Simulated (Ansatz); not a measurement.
`ClB(Cl)B1CN1` + HCl → boron trichloride + `B1CN1` at 298.15 K and 1 bar (cleavage of the B–B bond).

Calculated with Ansatz (gas phase, PBE0-D4/def2-TZVP geometries, no zero-point term in ΔE). CBS: MP2 limit from def2 TZ/QZ plus the TZ coupled-cluster correction, frozen cores. This one scheme is used for every species. One conformer a species, not always the lowest.

```
       species  CCSD(T)/CBS energy (Eh)  H − E (kJ/mol)  S (J/(mol·K))
`ClB(Cl)B1CN1`              -1063.75794           159.7          368.5
           HCl               -460.38127            26.6          186.8
   `ClB(Cl)Cl`              -1404.24732            34.3          289.5
       `B1CN1`               -119.91915           153.4          254.8
```

H − E and S are ideal-gas, rigid-rotor, harmonic terms from PBE0-D4/def2-TZVP, for one conformer and one mirror image of each species. 1 Eh = 2625.50 kJ/mol, R = 8.31446 J/(mol·K).

Q: By hand: ΔE, ΔH, ΔS and ΔG.

A: ΔE = (-1404.24732) + (-119.91915) − (-1063.75794) − (-460.38127) = -0.02726 Eh = -71.6 kJ/mol. Δ(H − E) = 34.3 + 153.4 − 159.7 − 26.6 = 1.4, so ΔH = -70.2 kJ/mol. ΔS = 289.5 + 254.8 − 368.5 − 186.8 = -11.0 J/(mol·K). ΔG = -70.2 − 298.15 × (-11.0)/1000 = -66.9 kJ/mol.

Q: By hand: the equilibrium constant, and the temperature at which ΔG would vanish if ΔH and ΔS stayed fixed.

A: log₁₀ K = −ΔG/(RT ln 10) = 11.7. ΔG = 0 at ΔH/ΔS = 6382 K, far beyond where these terms or the molecules hold.

The number of gas molecules stays the same, so ΔS is small and ΔH decides. A doubt of 5 kJ/mol in ΔE shifts log₁₀ K by 0.9 here. Other conformers and mirror images would add mixing entropy, several J/(mol·K) or more a flexible species. Modes under 60 cm⁻¹, often nearly free rotors, make the harmonic entropy too high. These are equilibria of isolated gas molecules and say nothing of rates. Largest T1 diagnostic: 0.014 (customary marks: 0.02 for closed shells, 0.045 for open ones).
